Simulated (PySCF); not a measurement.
Vertical excitations of a molecule C₃H₅FOSi from TDDFT-PBE/def2-SVPD run with PySCF, as energy in eV (oscillator strength): 5.55 (0.041), 6.28 (0.000), 6.39 (0.005), 6.80 (0.149), 6.89 (0.007), 7.19 (0.018), 7.26 (0.007), 7.54 (0.001), 7.60 (0.014), 7.67 (0.038). Lowest triplet (TDA): 4.39 eV. Coordinates come from a B3LYP-D3(BJ)/def2-SVP optimisation. One conformer was computed; it need not be the lowest.

Q: Which molecule gave these data?
A. O[Si@@]1(F)C=CC1
B. C#C[Si@H](F)CO
C. C=C1CO[Si@H]1F
D. F[Si@H]1C=CCO1

A: D, F[Si@H]1C=CCO1
